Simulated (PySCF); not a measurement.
**Electron correlation in Sc (scandium, neutral)**

Starting occupation: [Ar] 3d1 4s2, 3d5/2 with m_j = +5/2. Calculation: PySCF 2.14, in x2c-QZVPPall-2c (11s9p5d3f2g, 102 functions); X2C-1e with screened-nucleus spin-orbit coupling, Gaussian nucleus. Frozen: [Ne]; 11 electrons correlated; the 8 highest virtual spinors left out.

MP2 pair energies summed by pair of shells (mhartree):

```tsv
pair	energy	share (%)
3p-3p	-143.40	49.3
3d-3p	-38.10	13.1
3p-3s	-38.00	13.1
3p-4s	-26.02	9.0
4s-4s	-21.32	7.3
3d-4s	-8.96	3.1
3s-3s	-7.69	2.6
3d-3s	-5.53	1.9
3s-4s	-1.59	0.5
```

Total MP2 correlation energy: -290.61 mhartree.

The GHF reference relaxed away from the jj start to a determinant that is no pure jj level (⟨S²⟩ = 0.76, ⟨J²⟩ = 8.80); the energies belong to that determinant.

This basis was not built for core-valence correlation, so the inner-shell part is incomplete.
